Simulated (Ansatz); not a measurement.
Reaction (formal exchange of groups at a Zn–S bond): `C[S][ZnH]` + `NC([SiH3])S` → `N[CH]([SiH3])[ZnH]` + `CSS`

Isolated molecules relaxed with PBE0-D4/def2-TZVP in Ansatz; ΔE leaves out vibrations. CBS: MP2 limit from def2 TZ/QZ plus the TZ coupled-cluster correction, frozen cores. DFT in def2-TZVPP. B3LYP here is the variant with VWN-RPA as its local correlation; programs differ in this. For Zn outer-core shells are correlated without core-valence functions, which leaves a few kJ/mol of doubt a bond. Scalar relativity is left out up to krypton. Each species was taken in one conformer, which may not be the lowest.

`C[S][ZnH]`:

Cartesian coordinates in Å:
```
C -0.606 -0.622 -0.739
S -0.521 -0.498 1.080
Zn 0.996 1.024 1.374
H 0.336 -0.963 -1.165
H -0.898 0.323 -1.196
H -1.373 -1.363 -0.963
H 2.065 2.098 1.609
```

`NC([SiH3])S`:

```xyz
11

N     1.306    0.687    0.389
C     0.030    0.555   -0.285
Si   -0.516   -1.255   -0.346
S    -1.255    1.521    0.553
H     2.036    0.198   -0.115
H     1.571    1.662    0.476
H    -0.003    0.971   -1.305
H    -1.704   -1.385   -1.226
H    -0.838   -1.709    1.030
H     0.587   -2.099   -0.890
H    -1.213    0.854    1.719
```

`N[CH]([SiH3])[ZnH]`:

```xyz
11

N    -0.142    0.580   -1.517
C    -0.119    0.548   -0.041
Si    1.290   -0.518    0.564
Zn   -1.810   -0.005    0.824
H    -0.263   -0.348   -1.904
H    -0.900    1.148   -1.873
H     0.117    1.558    0.319
H     2.627   -0.073    0.078
H     1.094   -1.926    0.110
H     1.288   -0.515    2.056
H    -3.182   -0.448    1.384
```

`CSS`:

Z-matrix (Å, degrees):
```
C
S 1 1.802
H 1 1.089 2 110.8
H 1 1.090 2 111.1 3 123.0
H 1 1.093 2 106.0 3 -118.4
S 2 2.037 1 103.0 3 -56.7
H 6 1.349 2 99.3 1 -87.6
```

CCSD(T)/CBS gives +103.6 kJ/mol.

Task: Another level gave +85.4 kJ/mol. Which?
A. ωB97M-V/def2-TZVPP
B. SCS-MP2/def2-TZVPP
C. B3LYP/def2-TZVPP
D. PBE/def2-TZVPP

Result: D. PBE 85.4, ωB97M-V 100.1, B3LYP 93.6, SCS-MP2/def2-TZVPP 104.3 kJ/mol.

Largest T1 diagnostic among the species: 0.014.

From PBE to PBE0 (25 % exact exchange), in def2-TZVPP and without D4, ΔE moves by +11.0 kJ/mol. In def2-TZVPP, CCSD(T) changes the Hartree–Fock value by −19.9 kJ/mol (the triples alone add −2.8 kJ/mol) and MP2 by −18.7 kJ/mol.
